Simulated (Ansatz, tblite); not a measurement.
Isomers of Tl4H5 (doublet), found by a short tight-binding search and relaxed with PBE-D4/def2-SVP in Ansatz.

In the def2 sets Tl takes a core potential; there is no spin–orbit coupling. The xTB rows come from tblite. HSE06 is defined as in plane-wave codes, on full-range PBE exchange. Correlated methods freeze 16 core orbitals; core or outer-core shells of Tl are correlated, in sets that lack core-valence functions.

D: At CCSD(T)/def2-SVP, MP2/def2-TZVP the charge 0 doublet is spin-contaminated (final ⟨S²⟩ up to 0.85, 0.75 for a pure state).

Other spin states weren't relaxed.

A:

```xyz
9

Tl   -0.654   -0.004   -1.865
Tl   -1.651   -1.630    1.289
Tl    2.093   -1.639    0.005
Tl    0.360    1.613    1.043
H    -1.152    0.922   -3.399
H     1.912    0.520    0.778
H    -0.264    1.949   -0.748
H    -1.017    0.525    1.811
H     0.372   -2.257    1.086
```

B:

Cartesian coordinates in Å:
```
Tl -0.510 1.285 -1.981
Tl 2.144 -0.945 -0.572
Tl 0.436 1.828 2.098
Tl -1.351 -1.137 0.747
H 0.358 -1.961 0.474
H 0.902 1.098 0.034
H -1.004 0.189 2.162
H 0.932 -0.294 -2.223
H -1.907 -0.064 -0.741
```

C:

| atom | x (Å) | y (Å) | z (Å) |
| --- | --- | --- | --- |
| Tl1 | -1.4492 | 1.8169 | -1.6282 |
| Tl2 | 0.3100 | 1.0105 | 1.6988 |
| Tl3 | -1.2462 | -1.8428 | -0.0147 |
| Tl4 | 2.5828 | -0.9208 | -0.7315 |
| H5 | -0.4424 | 2.1737 | 0.2707 |
| H6 | 0.7113 | -1.8770 | -0.7747 |
| H7 | 2.0171 | 0.5093 | 0.8083 |
| H8 | -0.7892 | -0.6225 | 1.6761 |
| H9 | -1.6942 | -0.2472 | -1.3048 |

D:

```xyz
9

Tl   -1.152   -1.075   -2.347
Tl    2.552   -0.838    0.909
Tl   -1.335   -0.614    1.563
Tl    0.272    2.079   -0.455
H    -1.664   -1.438   -0.310
H     1.983    0.986   -0.036
H     0.617   -1.304    1.673
H    -0.294    0.849   -2.025
H    -0.979    1.355    1.028
```

Question: Estimate their order by electronic energy at PBE-QIDH/def2-TZVP, counted from the lowest.

Answer: B (0.0) < C (3.9) < D (6.3) < A (11.6), in kcal/mol.

Question: Do the other levels pick the same lowest one?

Answer: Not GFN1-xTB. Energies above each level's lowest (kcal/mol):

```
              level     A    B    C     D
           GFN1-xTB  13.8  8.5  3.4   0.0
           GFN2-xTB  25.4  0.0  7.1   2.6
        HF/def2-SVP  10.6  0.0  6.0  10.6
       HF/def2-TZVP  10.2  0.0  5.6  10.5
    PBE-D4/def2-SVP  14.9  0.0  3.4   3.5
   PBE-D4/def2-TZVP  14.5  0.0  3.3   3.7
r2SCAN-D4/def2-TZVP  12.7  0.0  2.6   3.7
   PBE0-D4/def2-SVP  14.2  0.0  4.1   5.3
  PBE0-D4/def2-TZVP  13.8  0.0  4.0   5.4
 HSE06-D4/def2-TZVP  13.6  0.0  3.7   5.0
 BHLYP-D4/def2-TZVP  15.2  0.0  7.2   9.1
 PBE-QIDH/def2-TZVP  11.6  0.0  3.9   6.3
       MP2/def2-SVP  10.2  0.0  4.9   7.5
      MP2/def2-TZVP  12.2  0.0  5.1   7.3
      CCSD/def2-SVP  10.3  0.0  5.1   7.8
   CCSD(T)/def2-SVP  10.3  0.0  4.7   6.7
```
Point groups (tolerance 0.1 Å): A Cs, B Cs, C Cs, D C2v. Lower isomers may exist.
